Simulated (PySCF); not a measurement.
## Level sweep

C₇H₈.
Z-matrix (Å and degrees, PBE0-D3(BJ)/def2-SVP geometry), rows numbered from 1:
```
C 
C   1  1.5014
C   2  1.4015  1  120.56
C   3  1.3924  2  121.03  1   179.02
C   4  1.3950  3  120.16  2     0.09
C   5  1.3931  4  119.46  3     0.04
C   6  1.3945  5  120.15  4    -0.05
H   1  1.1027  2  111.07  3   -72.46
H   1  1.1008  2  111.44  3    46.75
H   1  1.0991  2  111.58  3   167.59
H   3  1.0940  2  119.32  1    -1.06
H   4  1.0929  3  119.77  2   179.93
H   5  1.0926  4  120.25  3   179.88
H   6  1.0929  5  120.10  4   179.81
H   7  1.0938  2  119.29  1     1.05
```

PySCF, dipoles from the SCF density, polarisabilities from static response with core orbitals frozen. Isolated species at its PBE0-D3(BJ)/def2-SVP geometry, gas phase.

Which levels come closest to the reference values?

```tsv
level	μ (D)	error (%)	α (au)	error (%)	anisotropy (au)
LDA/def2-SVPD	0.449	+35.4	83.45	+4.3	47.54
PBE/def2-SVPD	0.405	+21.9	82.56	+3.1	47.51
B3LYP/def2-SVPD	0.384	+15.5	81.39	+1.7	45.98
PBE0/def2-SVPD	0.399	+20.3	80.58	+0.7	45.43
BHandHLYP/def2-SVPD	0.379	+14.1	79.60	-0.6	44.13
CAM-B3LYP/def2-SVPD	0.386	+16.2	80.40	+0.4	44.76
wB97X-D/def2-SVPD	0.400	+20.4	80.61	+0.7	44.13
LC-wPBE/def2-SVPD	0.391	+17.9	78.47	-2.0	43.22
HF/def2-SVPD	0.374	+12.6	78.29	-2.2	41.74
PBE0/6-31G*	0.343	+3.3	66.78	-16.6	54.90
PBE0/def2-SVP	0.411	+23.8	70.64	-11.7	50.51
PBE0/6-31+G*	0.407	+22.6	77.78	-2.8	44.47
PBE0/aug-cc-pVDZ	0.421	+26.8	82.93	+3.6	45.35
PBE0/def2-TZVP	0.392	+18.2	78.89	-1.4	47.05
```

Reference dipole: 0.332 D (measured, gas; NIST CCCBDB Release 22 (SRD 101), experimental dipoles). Reference dipole: 0.360 D (measured, unstated (gas or solution; conformer average); Muller, Mokrushina, Arlt, J. Chem. Eng. Data 57 (2012) 1231, supporting information). Reference polarisability: 11.861 Å³ (measured, gas; NIST CCCBDB Release 22 (SRD 101), experimental polarizabilities). Errors are taken against the first value of each kind. The anisotropy is √(½[(α1 − α2)² + (α2 − α3)² + (α3 − α1)²]). For the dipole, the smallest error is 3.3% (PBE0/6-31G*) and the largest 35.4% (LDA/def2-SVPD). For the polarisability, the smallest error is 0.4% (CAM-B3LYP/def2-SVPD) and the largest 16.6% (PBE0/6-31G*). The dipole runs from 0.34 D (PBE0/6-31G*) to 0.45 D (LDA/def2-SVPD). In one basis (def2-SVPD) the functionals order the polarisability from HF (lowest) to LDA (highest), a spread of 7%. With PBE0 the polarisability is 72.10 au without diffuse functions (mean of 6-31G*, def2-SVP and def2-TZVP) and 80.43 au with them (mean of 6-31+G*, def2-SVPD and aug-cc-pVDZ). Measured values can belong to vibrating molecules and may average over conformers; the computed ones are for one fixed geometry.
